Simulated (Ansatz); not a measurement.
`C[Si](F)(F)[SiH3]` + `[SiH3][C]1=[CH][GeH2]1` → `C[Si](F)([SiH3])[SiH3]` + `F[C]1=[CH][GeH2]1`  (redistribution)

Calculated with Ansatz (gas phase, PBE0-D4/def2-TZVP geometries, no zero-point term in ΔE). CBS: MP2 limit from def2 TZ/QZ plus the TZ coupled-cluster correction, frozen cores. Functionals use def2-TZVPP. B3LYP here is the variant with VWN-RPA as its local correlation; programs differ in this. For Ge outer-core shells are correlated without core-valence functions, which leaves a few kJ/mol of doubt a bond. Scalar relativity is left out up to krypton.

```csv
level,ΔE (kcal/mol),difference from CCSD(T)/CBS
PBE-D4,53.1,-11.4
r2SCAN-D4,59.5,-5.0
PBE0-D4,56.5,-8.0
B3LYP-D4,60.1,-4.4
ωB97X-V,59.4,-5.1
ωB97M-V,61.9,-2.6
B2PLYP,63.1,-1.4
PBE,53.3,-11.2
r2SCAN,59.6,-4.9
PBE0,56.7,-7.8
B3LYP,60.3,-4.2
HF/def2-TZVPP,66.9,2.4
MP2/def2-TZVPP,66.9,2.4
SCS-MP2/def2-TZVPP,66.1,1.6
CCSD/def2-TZVPP,63.8,-0.7
CCSD(T)/def2-TZVPP,62.9,-1.6
HF/def2-QZVPP,67.5,3.0
MP2/def2-QZVPP,68.0,3.5
SCS-MP2/def2-QZVPP,67.2,2.7
HF/CBS(def2),67.6,3.1
MP2/CBS(def2),68.5,4.0
CCSD/CBS(def2),65.4,0.9
CCSD(T)/CBS,64.5,0
```

Largest T1 diagnostic among the species: 0.014.

From PBE to PBE0 (25 % exact exchange), in def2-TZVPP and without D4, ΔE moves by +3.4 kcal/mol.
